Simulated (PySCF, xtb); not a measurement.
SnHBr, SMILES [SnH][Br] (connectivity only; charge and spin as stated), neutral, multiplicity 1.

Harmonic wavenumbers (cm⁻¹) from xtb 6.7.1 with GFN2-xTB at its own minimum, in rising order: 249, 478, 1241.

Question: What does PySCF with PBE0-D3(BJ)/def2-TZVP give at its own minimum? (An estimate is asked for; the answer gives what the named calculation found.)

Answer: 242, 576, 1722. Paired by order, the mean absolute difference is 195 cm⁻¹ and the zero-point energies are 2.8 and 3.6 kcal/mol.
